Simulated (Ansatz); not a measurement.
Relaxation of Cl2GeH2 (5 atoms, charge 0, multiplicity 1), to a largest force component of 0.03 eV/Å in at most 50 steps.

Computed with RKS B3LYP/def2-SVP (Ansatz).

```xyz
5
Properties=species:S:1:pos:R:3:forces:R:3
Ge -0.297 0.000 -0.213 -0.67 0.00 -0.47
H 1.731 0.000 1.663 -0.69 0.00 1.55
H 2.144 0.000 1.079 1.24 0.00 -1.17
Cl -1.466 1.709 -1.036 0.06 -0.03 0.04
Cl -1.466 -1.709 -1.036 0.06 0.03 0.04
```

Q: Where does it end, and by what steps?

A: It converged. The force dipped under the threshold on the way, but the program's further checks kept it going. After 9 steps the energy has fallen by 0.264 eV; H2 moved furthest, 0.95 Å.

| step | energy less start (eV) | largest force component (eV/Å) | accepted |
| --- | --- | --- | --- |
| 0 | 0.0000 | 1.554 | yes |
| 1 | -0.1827 | 0.233 | yes |
| 2 | -0.2280 | 0.239 | yes |
| 3 | -0.2494 | 0.061 | yes |
| 4 | -0.2583 | 0.023 | yes |
| 5 | -0.2612 | 0.054 | yes |
| 6 | -0.2588 | 0.244 | no |
| 7 | -0.2618 | 0.008 | yes |
| 8 | -0.2631 | 0.009 | yes |
| 9 | -0.2640 | 0.002 | yes |

```xyz
5
Properties=species:S:1:pos:R:3
Ge -0.826 0.000 -0.589
H 2.492 0.000 2.230
H 2.930 0.000 1.607
Cl -1.976 1.709 -1.396
Cl -1.976 -1.709 -1.396
```

Time of the run: 10 s on 2 threads of Intel(R) Xeon(R) Platinum 8488C (Sapphire Rapids), on a shared host, peak memory 0.19 GiB.
